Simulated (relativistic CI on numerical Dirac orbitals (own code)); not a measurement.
# Hyperfine structure of Fe11+, mass number 57

Computed by Dirac-Coulomb-Breit CI, orbitals from a KLI potential per configuration, model QED, unscaled Slater integrals (own radial code, finite nucleus).

Configurations in the expansion (outside the closed core [Ne]): 3s2.3p3, 3s.3p4, 3s2.3p2.3d, 3p5, 3s.3p3.3d, 3p4.3d, 3s.3p2.3d2, 3s2.3p2.4s, 3s2.3p.3d.4p, 3s2.3p2.4p, 3p4.4s, 3p4.4p, 3s.3p2.3d.4s, 3s2.3p.3d2, 3s2.3d3, 3s.3p.3d3, 3s2.3d2.4s, 3s2.3d2.4p, 3p3.3d2, 3p2.3d3, 3p2.3d2.4s, 3p2.3d2.4p, 3s2.3p.3d.4s, 3s.3p.3d2.4s, 3s2.3d.4s2, 3s2.3d.4s.4p. Double excitations out of closed p, d and f shells are left out; levels of such configurations are missing from the list, as are those of other unlisted configurations, and high levels can miss mixing partners.

Nuclear spin I = 1/2, μ = 0.09064 μN (tables of Stone and Pyykkö). The electronic factors are computed for point nuclear moments, without core polarisation or the Bohr-Weisskopf and QED corrections.

| Level | E (cm⁻¹) | A (MHz) |
| --- | --- | --- |
| 3s2.3p3 2D°_3/2 | 45311 | 813.6 |
| 3s2.3p3 2D°_5/2 | 49802 | 1454 |
| 3s2.3p3 2P°_1/2 | 78186 | 4034 |
| 3s2.3p3 2P°_3/2 | 84404 | 830.9 |
| 3s.3p4 4P_5/2 | 273843 | 3226 |
| 3s.3p4 4P_3/2 | 283368 | 2966 |
| 3s.3p4 4P_1/2 | 287700 | 6627 |
| 3s.3p4 2D_3/2 | 342630 | -751.5 |

Levels with J = 0, under 50 % of one LS term, or S terms without an open s electron are left out. Small factors come from cancelling terms and can be off by tens of per cent or more.

At this charge energies of transitions that change n are usually good to better than 1 %, and those within a shell (Δn = 0) to a few per cent.

(1) Give the hyperfine levels of 3s2.3p3 2D°_5/2 relative to its centre of gravity.

Results:

(1) With K = F(F + 1) − I(I + 1) − J(J + 1), E = AK/2: F = 2: -2545, F = 3: 1818 MHz.

LS names give the leading component of a level, which can be under half, so a name can repeat, a term be missing and a line seem to break the LS rules.
